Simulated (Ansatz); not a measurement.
Ideal-gas functions of `N=CBN` at 400 K and 1 bar, from an Ansatz frequency run at PBE0-D4/def2-TZVP.

Molar mass 55.88 g/mol, point group Cs (symmetry number 1), electronic degeneracy 1, moments of inertia 11.86, 123.907, 135.767 u Å². Harmonic wavenumbers (cm⁻¹, unscaled): 96, 253, 471, 512, 617, 780, 821, 932, 976, 1149, 1160, 1235, 1363, 1446, 1644, 1704, 2646, 2938, 3431, 3609, 3708.

Use S(trans) = R[1.5 ln M + 2.5 ln T − 1.1517]; rotational temperatures θ = 24.2544 K / I; S(rot) = R[ln(√π/σ · √(T³/θAθBθC)) + 1.5]; for each mode x = 1.438777 ν̃/T, S = R[x/(eˣ − 1) − ln(1 − e⁻ˣ)] and H = RT x/(eˣ − 1); 1 cm⁻¹ = 0.0119627 kJ/mol; R = 8.31446 J/(mol·K).

Question: By hand: the entropy, in J/(mol·K).

Answer: Translation 165.1. Rotation: θ = 2.0451, 0.1957, 0.1786 K, giving 102.9. Vibration, mode by mode: 17.20, 9.38, 4.86, 4.32, 3.21, 2.02, 1.80, 1.31, 1.15, 0.69, 0.67, 0.54, 0.37, 0.29, 0.16, 0.13, 0.01, 0.00, 0.00, 0.00, 0.00, in all 48.1. Electronic 0.0. Sum 316.1 J/(mol·K).

Question: By hand: H − E and G − E in kJ/mol, counted from the electronic energy.

Answer: Zero-point energy ½ × 31491 × 0.0119627 = 188.4; thermal vibration 11.0; translation, rotation and pV give 4 RT = 13.3. H − E = 212.7 kJ/mol, and G − E = 212.7 − 400 × 316.1/1000 = 86.3 kJ/mol.

Vibration gives 15 % of the entropy, 17.2 J/(mol·K) of it from the mode under 150 cm⁻¹: soft modes count most, and the harmonic formula is weakest for them. The sum counts one conformer and one mirror image; others add a mixing term.
